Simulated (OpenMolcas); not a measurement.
# Ionisation energies of manganese

```json
{
  "Program": "OpenMolcas",
  "Basis": "ANO-L-VTZP [6s5p3d2f1g]",
  "Scalar Hamiltonian": "non-relativistic, point nucleus",
  "Spin-orbit coupling": "state interaction with AMFI integrals over the reference wave functions, term energies averaged over their components"
}
```

Active shells in each charge state: the valence d, s shells, with orbitals averaged over the low states. Where CASPT2's correlated closed shells are named, they are those of the first ion.

A. CASSCF
B. SS-CASPT2, IPEA 0.25 Eh, imaginary shift 0.1 Eh (closed shells correlated: 3s 3p)
C. SS-CASPT2, IPEA 0.25 Eh, imaginary shift 0.1 Eh (closed shells correlated: 2s 2p 3s 3p)
D. SS-CASPT2, IPEA 0 Eh, imaginary shift 0.1 Eh (closed shells correlated: 3s 3p)

Energies in eV between the lowest computed levels, named as in B; reference values from the NIST Atomic Spectra Database with their kind.

```tsv
From	To	A	B	C	D	Spin-orbit share in B	Reference
Mn 3d5 4s2 6S 5/2	Mn+ 3d5 4s 7S3	3.774	8.461	8.473	8.687	+0.000	7.434 (measured)
Mn+ 3d5 4s 7S3	Mn2+ 3d5 6S 5/2	14.750	15.544	15.547	15.626	+0.000	15.640 (measured)
```

Error against the reference values, in %:

```
From  Reference      A      B      C      D
  Mn   measured  -49.2  +13.8  +14.0  +16.9
 Mn+   measured   -5.7   -0.6   -0.6   -0.1
```

Mean absolute error over the 2 measured values: A 2.27 eV, B 0.56 eV, C 0.57 eV, D 0.63 eV.

The lowest level within the active space need not be the ion's true ground level.
